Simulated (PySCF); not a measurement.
Working out the ionisation energy of Ti⁺

Ti⁺ [Ar] 3d2 4s1 (4F) → Ti²⁺ [Ar] 3d2 (3F). Calculation: PySCF 2.14, in x2c-TZVPPall with one added diffuse shell each of s, p, d, f type (7s6p5d3f1g, 80 functions); the spin-free X2C one-electron Hamiltonian (Gaussian nucleus). Frozen: [Ne]. Energies in hartree (1 hartree = 27.21139 eV):

```tsv
part	Ti⁺ (lower)	Ti²⁺ (upper)
UHF	-852.534952	-852.059388
CCSD correlation	-0.275292	-0.253594
(T)	-0.005985	-0.004668
```

Task: What does Hartree-Fock give?

Result: (-852.059388) − (-852.534952) = 0.475564 hartree = 12.941 eV.

Task: What do CCSD and CCSD(T) give?

Result: The CCSD correlation energies differ by 0.021698 hartree = 0.590 eV and the triples by 0.001317 hartree = 0.036 eV, so CCSD gives 13.531 eV and CCSD(T) 13.567 eV.

Reference: 13.575 eV (measured; NIST Atomic Spectra Database, ionization energies), between the lowest levels; spin-orbit coupling is absent from the calculation.

What remains against the reference includes basis incompleteness, the frozen core and higher excitations.
